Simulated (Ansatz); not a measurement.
`CCNCN` and `CCNBN` differ in one atom or group.

Ansatz, PBE0-D4/def2-TZVP geometries, multiplicity 1. Each molecule was computed in one conformer, which needn't be the lowest.

```csv
property,`CCNCN`
HOMO–LUMO gap (PBE0/def2-TZVPP) / eV,7.54
HOMO–LUMO gap (PBE/def2-TZVPP) / eV,5.32
LUMO energy (B3LYP/def2-TZVPP) / eV,0.87
size of the dipole moment (B3LYP/def2-TZVPP) / D,1.07
size of the dipole moment (ωB97M-V/def2-TZVPP) / D,1.09
LUMO energy (PBE/def2-TZVPP) / eV,0.42
```

(1) Give the same properties after the change, and the shifts. (Best estimate.)

## Answers

(1) The calculation gave: 
| property | `CCNBN` | shift |
| --- | --- | --- |
| HOMO–LUMO gap (PBE0/def2-TZVPP) / eV | 7.57 | 0.03 |
| HOMO–LUMO gap (PBE/def2-TZVPP) / eV | 5.45 | 0.13 |
| LUMO energy (B3LYP/def2-TZVPP) / eV | 0.76 | -0.11 |
| size of the dipole moment (B3LYP/def2-TZVPP) / D | 1.33 | 0.26 |
| size of the dipole moment (ωB97M-V/def2-TZVPP) / D | 1.35 | 0.26 |
| LUMO energy (PBE/def2-TZVPP) / eV | 0.31 | -0.11 |

Dipoles are sizes alone; their direction can turn.

B3LYP here is the variant with VWN-RPA as its local correlation; programs differ in this.
